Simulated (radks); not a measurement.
Values are calculated unless marked as measured or tabulated.
All-electron atom: the selenium ion Se4+ in [Ar] 3d10 4s2 (the NIST ground configuration). Level of theory: scalar-relativistic Kohn-Sham, BLYP, spin-unpolarised, spherical densities, point nucleus (a radial shooting solver on a logarithmic mesh with Libxc functionals). Some entries of the table are withheld. Estimate them.

orbital  occ.  eigenvalue (hartree)  <r> (bohr)
1s          2             -461.6088         (1)
2s          2             -60.98180      0.1959
2p          6             -53.88149      0.1711
3s          2              -9.72246         (2)
3p          6              -7.50089      0.5886
3d         10                   (3)         (4)
4s          2              -2.27342       1.591

Answer. 
(1) 1s <r> (bohr): 0.04408
(2) 3s <r> (bohr): 0.5736
(3) 3d eigenvalue (hartree): -3.82834
(4) 3d <r> (bohr): 0.6239
